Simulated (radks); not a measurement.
Results of a calculation; reference values are marked as such.
Ionisation of Sb, [Kr] 4d10 5s2 5p3, to Sb+, [Kr] 4d10 5s2 5p2, under several functionals. Non-relativistic Kohn-Sham, spin-unpolarised, spherical densities, point nucleus; a radial shooting solver on a logarithmic mesh with Libxc functionals.

functional,E(Sb) (hartree),Exc (hartree),IE (eV),-e(HOMO) (eV),<r> HOMO (bohr),IE error (eV)
PBEsol,-6312.76239,-163.00982,8.396,4.912,2.923,-0.213
MS2 meta-GGA,-6315.15258,-165.44177,8.405,4.953,2.923,-0.203
HCTH/407,-6319.67590,-170.16516,8.471,4.997,2.941,-0.137
exchange-only r2SCAN,-6313.19866,-163.47667,7.665,4.272,2.959,-0.943
r2SCAN,-6315.93085,-166.23999,8.494,5.037,2.913,-0.114
TASK exchange with Perdew-Wang LDA correlation,-6314.56179,-164.86350,8.613,5.176,2.860,+0.004

NIST Atomic Spectra Database: 8.608 eV (measured). Closest: TASK exchange with Perdew-Wang LDA correlation. The Delta-SCF values span 0.95 eV, the total energies 6.91 hartree. The highest occupied level is 5p. Relativity is left out here, which matters for elements this heavy. Spin polarisation and multiplet splitting are left out, so open shells lie too high by an amount that depends on their filling.

Beside tabulated values, note that spin-unpolarised runs miss the spin-polarisation part of the exchange energy of open shells.
